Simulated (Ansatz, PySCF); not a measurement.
System: CH₇NSi, net charge 0, singlet state. SMILES: N([SiH3])C
Structure (B3LYP-D3(BJ)/def2-TZVP (Ansatz, an electronic-structure program) minimum search):
```xyz
10

C     -1.6126     0.4066    -0.4022
N     -0.4868     0.2290     0.5037
Si     1.0678    -0.2976    -0.0086
H     -2.1571    -0.5221    -0.6138
H     -1.2533     0.8015    -1.3549
H     -2.3225     1.1326     0.0005
H     -0.7619     0.0269     1.4522
H      1.1173    -1.6794    -0.5665
H      1.5478     0.6091    -1.0798
H      1.9631    -0.2452     1.1702
```

Quantity: atomisation energy, in kcal/mol. Set-up: spin-orbit terms left out; atomisation electronic, to ground-state atoms; 6-311+G** with 5d, 6d on Na to Ar in Ansatz; no dispersion term unless named; valence correlation only; six Cartesian d functions in 6-31G* and its kin unless marked 5d; non-relativistic; LANL2DZ with its own core potentials from Na on; open shells spin-unrestricted. Basis-set limits of correlation are two-point, X^-3; Hartree-Fock from the larger set. Ab initio and DFT rows: single points at B3LYP-D3(BJ) geometries (Ansatz).

Coupled cluster (Ansatz) is a level with limits of its own, used here on species with T1 under 0.025 (0.045 for open shells) and stable references: CCSD(T)/CBS(aug-cc-pV(T+d)Z,aug-cc-pV(Q+d)Z).

Value to compare with, CCSD(T)/CBS(aug-cc-pV(T+d)Z,aug-cc-pV(Q+d)Z) (Ansatz): 803.0 kcal/mol.

| level | program | atomisation energy (kcal/mol) | difference |
|---|---|---|---|
| HF/STO-3G | Ansatz | 735.9 | -67.1 |
| HF/LANL2DZ | Ansatz | 538.6 | -264.4 |
| PBE/3-21G | Ansatz | 779.4 | -23.6 |
| PBE/6-31G* | Ansatz | 797.2 | -5.8 |
| PBE/6-311+G** | Ansatz | 795.2 | -7.8 |
| BP86/6-31G* (5d) | PySCF | 813.7 | 10.7 |
| B3LYP/6-31G | Ansatz | 753.2 | -49.8 |
| PBE0/6-31G* | Ansatz | 788.0 | -15.0 |
| M06-2X/6-311+G** | PySCF | 792.8 | -10.2 |
| B3LYP/def2-TZVPD | Ansatz | 799.7 | -3.3 |
| B3LYP-D3(BJ)/def2-TZVPD | Ansatz + dftd3 | 806.4 | 3.4 |
| PBE0/def2-TZVPD | Ansatz | 794.5 | -8.5 |

Among the 9 habitual levels, HF/LANL2DZ lies farthest from CCSD(T)/CBS(aug-cc-pV(T+d)Z,aug-cc-pV(Q+d)Z) (Ansatz) (-264.4 kcal/mol) and PBE/6-31G* nearest (-5.8); 1 of 9 lie above it, and their mean absolute difference is 50.5 kcal/mol, the median 15.0. One case shows no general order.

The levels are drawn from those run, B3LYP/6-31G* more often than the rest, none by its result; left out are runs that failed, that the program found above a lower state of the same kind, or whose <S^2> lies over 0.5 above the pure value.
